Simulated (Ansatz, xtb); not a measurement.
Pulling on the Se4–H5 bond in H3InSe (SMILES [SeH][InH2]) (multiplicity 1 held, fragments rigid). Energies count from the point at 1.472 Å.
Geometry at that point (charge 0, multiplicity 1):
```xyz
5

In     0.2234     0.0184    -0.9895
H     -1.0224    -0.5625    -2.0201
H      1.7808     0.6210    -1.3933
Se    -0.3715    -0.0433     1.4710
H      0.9264     0.5136     1.8845
```

Unrestricted levels (U-) break spin symmetry where that is lower. Active spaces are followed from a long bond inwards. Levels need not reach the same state.

Frozen-core correlation. Filled d and f shells under p-block atoms count as core.

The values were computed with Ansatz (Gaussian orbitals); xtb for the GFN methods. Values without a source in brackets are computed. In def2 rows elements past Kr take small-core potentials, without spin–orbit coupling. The GFN methods have no spin term and hold the electronic entropy of 300 K.

Q: What energy at R = 4.709 Å does FIC-MRCISD+Q on CASSCF(4,3)/def2-SVP give?

A: 78.6 kcal/mol

Q: What energy at R = 4.709 Å does U-SCS-MP2/def2-SVP give?

A: 78.1 kcal/mol

Q: Estimate the energy at R = 4.709 Å that GFN2-xTB returns for this input.

A: 83.1 kcal/mol

Doubts at one or more of the structures used: a spin-contaminated determinant (U-SCS-MP2/def2-SVP); active orbitals that take no part (FIC-MRCISD+Q on CASSCF(4,3)/def2-SVP).

Ansatz is a quantum-chemistry and plane-wave program.
